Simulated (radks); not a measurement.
Q: Spherical quantum dot in the effective-mass picture: electrons in a parabolic well V = omega^2 r^2 / 2 with omega = 0.597, with a point charge +2 (a donor) at the centre, all in effective atomic units (hartree* = m*/eps^2 hartree, bohr* = eps/m* bohr), one dielectric constant everywhere. Method: non-relativistic Kohn-Sham, LDA (Slater exchange, Perdew-Wang correlation), spin-polarised, spherical densities; computed with a radial shooting solver with Libxc functionals. Levels are named by radial order and angular momentum (1s, 1p, 1d, 2s, ...), and open shells are averaged over m. At N = 31 the configuration is 1s2 1p6 1d10 2s2 1f(up 7, down 1) 2p(up 3, down 0). Does electron 32 go into 1f down or 2p down or 3s up?

A: Into 1f down. The total energies of the other choices lie higher by 0.0622 hartree* (2p down), 0.0937 hartree* (3s up). A rearrangement to 1s2 1p6 1d10 2s2 1f(up 7, down 3) 2p(up 2, down 0) is lower still, by 0.000553 hartree*.
